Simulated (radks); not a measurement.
Problem. Species: Rb14+. Configuration: [Ne] 3s2 3p5 3d6 (not the ground configuration). All-electron calculation, Dirac Kohn-Sham, BP86, spin-unpolarised, spherical densities, finite nucleus; open shells fill j = l - 1/2 first; Fermi nuclear charge, rms radius 4.2036 fm. Program: a radial shooting solver on a logarithmic mesh with Libxc functionals.

Spin-orbit splittings of the eigenvalues, e(l+1/2) - e(l-1/2), with zeta = 2 splitting/(2l+1) and mean radii in bohr:

| shell | occ. | splitting (eV) | zeta (eV) | <r> j=l-1/2 | <r> j=l+1/2 |
|---|---|---|---|---|---|
| 2p | 6 | ? | ? | 0.1518 | 0.1558 |
| 3p | 5 | 10.79 | 7.194 | 0.4745 | 0.4825 |
| 3d | 6 | 2.058 | 0.8233 | 0.4507 | 0.4531 |

Estimate the 2p splitting.

Solution. 61.13 eV (zeta = 40.75 eV).
